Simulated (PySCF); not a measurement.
TiO₂, SMILES [O]=[Ti]=[O], multiplicity 1. Atoms are numbered in the order given.

```xyz
3

Ti     0.0000     0.0000     0.3899
O      0.0000    -1.3567    -0.5362
O      0.0000     1.3567    -0.5362
```

Geometry optimised at TPSSh-D3(BJ)/def2-TZVP. The spin state was assumed, not searched. The isomer is the one that the SMILES or the coordinates give; other isomers of the formula were not compared.

Two levels are set side by side: PBE/pcSseg-2 (PySCF) and KT2/pcSseg-2 (PySCF). GIAO shifts against H2O (¹⁷O) at the same level; non-relativistic, no solvent, atoms listed together averaged. Differences are taken from unrounded values.

| quantity | KT2 | PBE | PBE minus KT2 |
|---|---|---|---|
| δ(¹⁷O) of O2, O3 (ppm) | 1156.4 | 1177.7 | 21.3 |

Here PBE gives about what the other level gives.

Rough cost on one machine, each run with all the roots and properties that it gave: KT2 against PBE within a factor of 2.
